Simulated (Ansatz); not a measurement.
Basis-set series for C2H6F2OSi, SMILES `OC[SiH](F)CF`. Charge 0, multiplicity 1. All single points use the PBE0-D4/def2-TZVP geometry. It is one conformer, not always the lowest.

```csv
functional,basis,functions,energy (Eh),HOMO (eV),LUMO (eV)
PBE0-D4,def2-SVP,118,-643.41560,-7.55,0.42
PBE0-D4,def2-QZVPP,535,-643.98575,-7.79,-0.28
ωB97M-V,def2-SVP,118,-643.75382,-9.89,2.39
ωB97M-V,def2-QZVPP,535,-644.33474,-10.13,1.23
```

Task: Give the rows for def2-TZVPP. (Estimate.)

Result: The calculation gave: 
| functional | basis | functions | energy (Eh) | HOMO (eV) | LUMO (eV) |
| --- | --- | --- | --- | --- | --- |
| PBE0-D4 | def2-TZVPP | 281 | -643.95595 | -7.74 | -0.10 |
| ωB97M-V | def2-TZVPP | 281 | -644.30649 | -10.09 | 1.65 |

Positive LUMOs are unbound and depend on the basis.

Program: Ansatz 0.2.0.
